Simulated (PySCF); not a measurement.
# Radial density of Br (bromine, neutral)

UHF, [Ar] 3d10 4s1 4p6, 2S determinant (an excited configuration). All numbers are calculated (PySCF 2.14, the spin-free X2C one-electron Hamiltonian (Gaussian nucleus), in aug-cc-pVQZ-DK (8s7p5d3f2g, 93 functions)).

```tsv
r (bohr)	4πr²ρ (e/bohr)	4πr²(ρα − ρβ)
0.000893	0.5074	0.0004
0.00150	1.232	0.0010
0.00253	2.913	0.0023
0.00425	6.616	0.0051
0.00715	13.98	0.0107
0.0120	26.10	0.0191
0.0202	39.42	0.0253
0.0340	42.85	0.0183
0.0572	35.71	0.0125
0.0963	44.37	0.0652
0.162	48.33	0.0430
0.272	28.06	0.0217
0.458	35.25	0.1771
0.771	15.61	0.0601
1.30	4.713	0.9834
2.18	3.050	0.3841
3.67	0.4962	-0.0804
6.17	0.01295	-0.0068
10.4	1.176e-05	0.0000
```

Densities and radii are taken from the X2C orbitals without a picture-change correction, which distorts them close to the nucleus.

Where is the radial spin density 4πr²(ρα − ρβ) most negative, and why is it negative at all?

Around r = 3.67 bohr, down to -0.0804 e/bohr: exchange with the open shell polarises the paired shells in an unrestricted calculation.
